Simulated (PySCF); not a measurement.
Fine-structure interval along the 5-electron series

Calculated with PySCF 2.14 and a two-component X2C-1e Hamiltonian (Gaussian nucleus, no Breit or QED terms), each ion in its own even-tempered basis scaled to its charge; GMP2 freezes nothing and drops the highest virtual spinors. Values in cm⁻¹.

```csv
ion,configuration,GHF (screened spin-orbit),GMP2 (screened spin-orbit),GHF (bare spin-orbit)
Te⁴⁷⁺,[He] 2s2 2p1,2495400,2486100,2600200
Xe⁴⁹⁺,[He] 2s2 2p1,2941200,2930900,3060400
```

Problem. Fill in the row of I⁴⁸⁺.

Solution. configuration: [He] 2s2 2p1; GHF (screened spin-orbit): 2711100; GMP2 (screened spin-orbit): 2701300; GHF (bare spin-orbit): 2822900.
